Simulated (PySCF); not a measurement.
CH5ClFNSi, SMILES Cl[Si@@H](F)CN. Atoms are numbered in the order given.

```xyz
10

N     -2.5089     0.1649     0.8032
C     -1.4608    -0.5945     0.1093
Si     0.2459     0.1454     0.3454
F      0.1683     1.6905    -0.1657
Cl     1.6898    -0.8269    -0.7751
H     -2.3507     0.1788     1.8111
H     -2.5147     1.1371     0.4939
H     -1.6905    -0.6402    -0.9696
H     -1.4717    -1.6436     0.4531
H      0.6718     0.1874     1.7657
```
Charge 0, spin multiplicity 1.

The structure is a stationary point at B3LYP-D3(BJ)/def2-SVP. The structure was generated by enumeration; whether it is a known compound was not checked. Other conformers were not sampled.

Level of theory: SMD-PBE0/6-31G* (PySCF).

Solvation free energies are E(SMD) − E(gas) at the gas-phase geometry, for 1 M in both phases. In vacuum the dipole moment is 1.82 D.

Task: Rank water, methanol, dimethylsulfoxide by solvation free energy, most negative first.

Result: methanol (-7.2 kcal/mol), dimethylsulfoxide (-5.7 kcal/mol), water (-4.2 kcal/mol)
